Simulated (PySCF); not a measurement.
Coordinates in bohr (charge 1 multiplicity 1):
```
Te    0.0000    0.0000   -0.2200
Li    4.5375    0.0000    1.1287
Li   -2.2687    3.9296    1.1287
Li   -2.2688   -3.9296    1.1287
```

All numbers come from PBE0 in PySCF with Te def2-TZVP with ECP28, Li def2-TZVP; scalar-relativistic core potentials, no spin–orbit coupling; density-fitted integrals.

This geometry of Li₃Te⁺ is a stationary point at this level.

(1) What is the point group?

(2) Is it a minimum?

(3) Give the atomic charges and bond orders.

(4) Give the ideal-gas entropy at 298.15 K and 1 bar by parts.

Answers

(1) C3v.

(2) Yes: all harmonic wavenumbers are real, though the softest, 49 cm⁻¹, leaves little margin.

(3) 
```csv
atom,Mulliken,Löwdin,polar tensor,Mayer order to Te1
Te1,-1.25,-0.47,-1.07,–
"Li2,3,4",0.75,0.49,0.69,0.44
```

(4) translation 171.4, rotation 94.6, vibration 59.6, spin 0.0; total 325.7 J/(mol K).

Other isomers or separated fragments may lie lower.
